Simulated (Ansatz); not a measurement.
Ansatz (an electronic-structure program) input (CCSD(T)/aug-cc-pVDZ):

Ansatz 0.2 input:
```yaml
crystal:
  periodic: [false, false, false]
  atoms:
    - {symbol: C, position_ang: [-1.59583230, 0.13556636, -0.07499087]}
    - {symbol: C, position_ang: [-0.31945262, -0.47689888, -0.52507877]}
    - {symbol: N, position_ang: [0.81530058, 0.04962629, 0.15367919]}
    - {symbol: C, position_ang: [1.73562988, 0.48689262, 0.71801204]}
    - {symbol: H, position_ang: [-1.61765317, 0.81705980, 0.76026483]}
    - {symbol: H, position_ang: [-2.51384881, -0.14461706, -0.56974995]}
    - {symbol: H, position_ang: [-0.32715911, -1.56461878, -0.37225552]}
    - {symbol: H, position_ang: [-0.17051277, -0.32856872, -1.60166805]}
basis:
  gaussian:
    orbitals: aug-cc-pVDZ
magnetization: {spin_polarized: true, initial_magnetization: 1}
correlation: {method: ccsd_t, electrons: outside_noble_gas}
output: {forces: true}
```

Output:

```
Functional definition: HF
integrals: 0.45 GiB planned
1282 factors; integrals over basis functions are off by at most 7.1e-4 eV
mean field: 0.63 GiB planned
mean field evaluation 1: about -4631.7806 eV, gradient 2.1e1 eV
mean field evaluation 2: about -4631.7900 eV, gradient 2.1e1 eV
mean field evaluation 4: about -4634.5252 eV, gradient 4.3e0 eV
mean field evaluation 8: about -4634.6471 eV, gradient 1.7e-1 eV
mean field evaluation 16: about -4634.6236 eV, gradient 1.1e0 eV
mean field -4634.64764059 eV, -170.3201593146 hartree, gradient 2.9e-6 eV, S^2 0.763523; 0 other end points of the search recorded, 0 dependent functions left out
4 core orbitals not correlated
reference -4634.64764059 eV, -170.3201593146 hartree; 11, 10 occupied and 113, 114 virtual orbitals, 1282 factors
densities: 3.25 GiB planned
second order -14.68602082 eV of doubles, -0.00000000 eV of singles
coupled cluster: 1.85 GiB planned
cycle   1  -15.13908746 eV  change   -4.5e-1 eV  update   9.9e-2
cycle   2  -15.60189781 eV  change   -4.6e-1 eV  update   3.2e-2
cycle   3  -15.73234262 eV  change   -1.3e-1 eV  update   1.6e-2
cycle   4  -15.73246300 eV  change   -1.2e-4 eV  update   4.7e-3
cycle   5  -15.73315784 eV  change   -6.9e-4 eV  update   1.9e-3
cycle   6  -15.73297777 eV  change    1.8e-4 eV  update   6.2e-4
cycle   7  -15.73298540 eV  change   -7.6e-6 eV  update   2.3e-4
cycle   8  -15.73305724 eV  change   -7.2e-5 eV  update   1.0e-4
cycle   9  -15.73303657 eV  change    2.1e-5 eV  update   3.5e-5
cycle  10  -15.73302335 eV  change    1.3e-5 eV  update   1.4e-5
cycle  11  -15.73303100 eV  change   -7.6e-6 eV  update   6.6e-6
cycle  12  -15.73303143 eV  change   -4.3e-7 eV  update   2.6e-6
cycle  13  -15.73303448 eV  change   -3.0e-6 eV  update   1.1e-6
perturbative correction -0.61803996 eV, -0.0227125496 hartree
the calculation of the forces begins
Total energy: -4650.99871503 eV, -170.9210502171 hartree
Atom 0 at    -1.595832     0.135566    -0.074991 Å, force    -0.083720     0.096374     0.045554 eV/Å
Atom 1 at    -0.319453    -0.476899    -0.525079 Å, force    -0.064822    -0.284483    -0.281671 eV/Å
Atom 2 at     0.815301     0.049626     0.153679 Å, force    -1.771140    -0.820353    -1.066950 eV/Å
Atom 3 at     1.735630     0.486893     0.718012 Å, force     2.317239     1.101009     1.419947 eV/Å
Atom 4 at    -1.617653     0.817060     0.760265 Å, force    -0.020978     0.338384     0.417438 eV/Å
Atom 5 at    -2.513849    -0.144617    -0.569750 Å, force    -0.443572    -0.134645    -0.235325 eV/Å
Atom 6 at    -0.327159    -1.564619    -0.372256 Å, force     0.003836    -0.379000     0.083383 eV/Å
Atom 7 at    -0.170513    -0.328569    -1.601668 Å, force     0.063157     0.082714    -0.382376 eV/Å
Dipole moment:    -0.648371    -0.307948    -0.386376 e Å
```

It need not be the lowest isomer of its formula.
